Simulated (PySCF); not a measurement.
Molfile (atoms numbered from 1):
```
C9H10O
     RDKit          3D

 20 20  0  0  0  0  0  0  0  0999 V2000
    2.2525   -1.8971    0.1862 C   0  0  0  0  0  0  0  0  0  0  0  0
    1.8866   -0.6693   -0.2014 C   0  0  0  0  0  0  0  0  0  0  0  0
    0.5113   -0.1710   -0.3292 C   0  0  0  0  0  0  0  0  0  0  0  0
   -0.5533   -1.0112   -0.6885 C   0  0  0  0  0  0  0  0  0  0  0  0
   -1.8578   -0.5462   -0.8413 C   0  0  0  0  0  0  0  0  0  0  0  0
   -2.9666   -1.4650   -1.2674 C   0  0  0  0  0  0  0  0  0  0  0  0
   -2.0900    0.8200   -0.6272 C   0  0  0  0  0  0  0  0  0  0  0  0
   -1.0610    1.6794   -0.2675 C   0  0  0  0  0  0  0  0  0  0  0  0
    0.2384    1.1934   -0.1082 C   0  0  0  0  0  0  0  0  0  0  0  0
    1.1926    2.0685    0.2760 O   0  0  0  0  0  0  0  0  0  0  0  0
    1.5172   -2.6473    0.4919 H   0  0  0  0  0  0  0  0  0  0  0  0
    3.3044   -2.1908    0.2113 H   0  0  0  0  0  0  0  0  0  0  0  0
    2.6852    0.0345   -0.4780 H   0  0  0  0  0  0  0  0  0  0  0  0
   -0.3350   -2.0651   -0.8823 H   0  0  0  0  0  0  0  0  0  0  0  0
   -2.7499   -2.5096   -1.0004 H   0  0  0  0  0  0  0  0  0  0  0  0
   -3.1191   -1.4302   -2.3595 H   0  0  0  0  0  0  0  0  0  0  0  0
   -3.9218   -1.1866   -0.7976 H   0  0  0  0  0  0  0  0  0  0  0  0
   -3.1018    1.2190   -0.7426 H   0  0  0  0  0  0  0  0  0  0  0  0
   -1.2433    2.7402   -0.0848 H   0  0  0  0  0  0  0  0  0  0  0  0
    1.9909    1.5833    0.5108 H   0  0  0  0  0  0  0  0  0  0  0  0
  1  2  2  0
  2  3  1  0
  3  4  1  0
  4  5  2  0
  5  6  1  0
  5  7  1  0
  7  8  2  0
  8  9  1  0
  9 10  1  0
  9  3  2  0
  1 11  1  0
  1 12  1  0
  2 13  1  0
  4 14  1  0
  6 15  1  0
  6 16  1  0
  6 17  1  0
  7 18  1  0
  8 19  1  0
 10 20  1  0
M  END
```

PySCF calculation with σ from GIAO-CAM-B3LYP/pcSseg-1 and PBE0-D3(BJ)/def2-SVP geometry; a single conformation, isolated molecule, averaged over atoms made equivalent by symmetry, fast rotation or ring inversion, no relativistic terms.

Shifts are taken against calculated references (same method and geometry level): TMS for 13C (182.45 ppm), 1H (31.33 ppm); H2O for 17O (338.55 ppm).

| atoms | nucleus | count | δ (ppm) |
| --- | --- | --- | --- |
| C3 | 13C | 1 | ? |
| C7 | 13C | 1 | ? |
| H15/H16/H17 | 1H | 3 | 2.29 |
| H13 | 1H | 1 | 6.68 |
| C6 | 13C | 1 | 21.7 |
| C9 | 13C | 1 | 162.0 |
| C4 | 13C | 1 | 136.3 |
| H20 | 1H | 1 | 4.32 |
| C8 | 13C | 1 | ? |
| C2 | 13C | 1 | 140.3 |
| H14 | 1H | 1 | 7.28 |
| O10 | 17O | 1 | 113.3 |
| H12 | 1H | 1 | 5.58 |
| H19 | 1H | 1 | ? |
| C1 | 13C | 1 | 126.9 |
| H11 | 1H | 1 | 5.96 |
| H18 | 1H | 1 | ? |
| C5 | 13C | 1 | ? |

**Question.** Complete the table.

**Answer.** 
- C7: 140.8 ppm, aromatic CH
- C5: 136.9 ppm, substituted aromatic carbon
- C3: 129.2 ppm, substituted aromatic carbon
- C8: 123.4 ppm, aromatic CH
- H18: 7.19 ppm, hydrogen on an aromatic CH; it sits in the deshielding region of the aromatic ring current
- H19: 6.98 ppm, hydrogen on an aromatic CH; π donation from the O or N substituent shields it against benzene

OH/NH shifts are gas-phase values; hydrogen bonding in solution moves them, usually downfield. Shifts are as computed, not scaled to solution data. Of 1211 compounds with measured shifts, 218 miss one by over three times the rms of a fit or turn the order of signals round; such compounds aren't used in these exercises. Experimental scales use liquid or dissolved standards, which lie at an offset from isolated H2O (liquid H2O: subtract about 36 ppm).
